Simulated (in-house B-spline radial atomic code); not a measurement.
## Binding energies in Bi+

NIST's tabulated ground configuration is [Xe] 4f14 5d10 6s2 6p2; each binding energy is the energy of the ion with one electron taken from that subshell, relaxed, less that of the parent. All numbers are computed (Dirac-Kohn-Sham PBE, spherical fractional occupations; Fermi nucleus of rms radius 5.5211 fm) with a radial B-spline atomic code at the basis-set limit, not measured. Energies include first-order Breit, QED and recoil terms.

| subshell | X-ray name | binding energy (eV) | -ε (eV) | relaxation (eV) |
| --- | --- | --- | --- | --- |
| 1s | K | 90658.2 | 90459.4 | -656.6 |
| 2s | L1 | 16302.7 | 16246.4 | -122.2 |
| 2p1/2 | L2 | 15712.3 | 15617.1 | -159.1 |
| 2p3/2 | L3 | 13389.4 | 13297.7 | -130.4 |
| 3s | M1 | 3950 | 3927.4 | -36.3 |
| 3p1/2 | M2 | 3667.8 | 3641.3 | -39.4 |
| 3p3/2 | M3 | 3149.4 | 3121.9 | -34.8 |
| 3d3/2 | M4 | 2687.6 | 2650.4 | -42.1 |
| 3d5/2 | M5 | 2577.6 | 2540.3 | -40.5 |
| 4s | N1 | 921.1 | 907.5 | -16.7 |
| 4p1/2 | N2 | 796.7 | 782.8 | -16.7 |
| 4p3/2 | N3 | 669.1 | 654.8 | -15.5 |
| 4d3/2 | N4 | 466.1 | 451.3 | -15.4 |
| 4d5/2 | N5 | 442.3 | 427.4 | -15.1 |
| 4f5/2 | N6 | 178.5 | 163.2 | -15.0 |
| 5s | O1 | 173.7 | 165.2 | -9.0 |
| 4f7/2 | N7 | 173 | 157.8 | -14.8 |
| 5p1/2 | O2 | 130.2 | 122.0 | -8.7 |
| 5p3/2 | O3 | 105.3 | 97.3 | -8.1 |
| 5d3/2 | O4 | 44.01 | 36.89 | -7.10 |
| 5d5/2 | O5 | 40.89 | 33.89 | -6.94 |
| 6s | P1 | 26.74 | 22.02 | -4.78 |
| 6p | - | 15.42 | 11.60 | -3.83 |

Relaxation = -ε minus the binding energy without Breit, QED and recoil terms. With a density functional, K lines can miss by some tenths of a per cent, more in light atoms. For a density functional the relaxation so defined is negative, because -ε of a Kohn-Sham level is smaller than the binding energy.

Emission lines follow as differences of binding energies, with λ = 12398.42 eV·Å / E:

```tsv
line	holes	energy (eV)	wavelength (Å)
K-L3	1s → 2p3/2	77268.8	0.16046
K-L2	1s → 2p1/2	74945.9	0.16543
K-M3	1s → 3p3/2	87508.8	0.14168
L3-M5	2p3/2 → 3d5/2	10811.8	1.1467
L2-M4	2p1/2 → 3d3/2	13024.7	0.95192
L1-M3	2s → 3p3/2	13153.3	0.94261
L3-M1	2p3/2 → 3s	9439.4	1.3135
L2-N4	2p1/2 → 4d3/2	15246.2	0.81321
M5-N7	3d5/2 → 4f7/2	2404.6	5.1561
M4-N6	3d3/2 → 4f5/2	2509.1	4.9414
```

**Question.** What screening constant σ does Moseley's law, E = (3/4)·13.6057 eV·(Z - σ)², need for K-L3?

**Answer.** σ = -4.02.

Moseley's non-relativistic formula needs a falling, then negative, screening constant for heavy elements, because relativity binds the 1s electron more strongly than the formula allows.

**Question.** What does it cost to remove both a 2p3/2 and a 5p1/2 electron?

**Answer.** 13541 eV, which is 21.51 eV more than the two single binding energies together.

**Question.** What does it cost to remove both a 3p3/2 and a 4f7/2 electron?

**Answer.** 3358.6 eV, which is 36.24 eV more than the two single binding energies together.

**Question.** What does it cost to remove both a 2p1/2 and a 4f5/2 electron?

**Answer.** 15925 eV, which is 34.05 eV more than the two single binding energies together.
